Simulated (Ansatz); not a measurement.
Basis sets compared for Pt(PH3)2 (P2PtH6). Charge 0, multiplicity 1. Geometry PBE0-D4/def2-SVP. Ansatz on 4 threads of AMD EPYC 7B13 on a shared host; times are rough, and most runs start from earlier orbitals.

Cartesian coordinates in Å:
```
Pt -0.006 -0.002 0.000
P -0.126 0.753 -2.106
H 0.717 0.196 -3.107
H 0.144 2.122 -2.383
H -1.348 0.661 -2.827
P 0.123 -0.754 2.106
H -0.238 -2.097 2.404
H -0.640 -0.130 3.131
H 1.374 -0.749 2.782
```

In the def2 sets Pt takes a core potential; there is no spin–orbit coupling.

Binding counts from free atoms (Pt triplet, P quartet, H doublet) in the same basis, without a counterpoise term.

| level | functions | energy (Eh) | HOMO (eV) | LUMO (eV) | binding per atom (eV) | wall time |
| --- | --- | --- | --- | --- | --- | --- |
| PBE-D4/def2-SVP | 98 | -805.2077 | -4.33 | -1.10 | 2.85 | 0.7 s |
| PBE-D4/def2-TZVP | 150 | -805.4661 | -4.51 | -1.35 | 2.91 | 1 s |
| r2SCAN-D4/def2-TZVP | 150 | -805.7388 | -4.69 | -1.18 | 2.90 | 1.9 s |
| PBE0-D4/def2-SVP | 98 | -805.2173 | -5.68 | -0.37 | 2.79 | 1 s |
| PBE0-D4/def2-TZVP (with forces) | 150 | -805.4720 | -5.78 | -0.57 | 2.84 | 1.9 s |

Task: Estimate the rows for PBE-D4/def2-TZVPD, r2SCAN-D4/def2-TZVPD, PBE0-D4/def2-TZVPD.

Result: 
```json
{"level": "PBE-D4/def2-TZVPD", "functions": "183", "energy (Eh)": "-805.4676", "HOMO (eV)": "-4.58", "LUMO (eV)": "-1.40", "binding per atom (eV)": "2.91", "wall time": "1.5 s"}
{"level": "r2SCAN-D4/def2-TZVPD", "functions": "183", "energy (Eh)": "-805.7398", "HOMO (eV)": "-4.73", "LUMO (eV)": "-1.21", "binding per atom (eV)": "2.90", "wall time": "2.6 s"}
{"level": "PBE0-D4/def2-TZVPD", "functions": "183", "energy (Eh)": "-805.4731", "HOMO (eV)": "-5.81", "LUMO (eV)": "-0.64", "binding per atom (eV)": "2.85", "wall time": "1.9 s"}
```
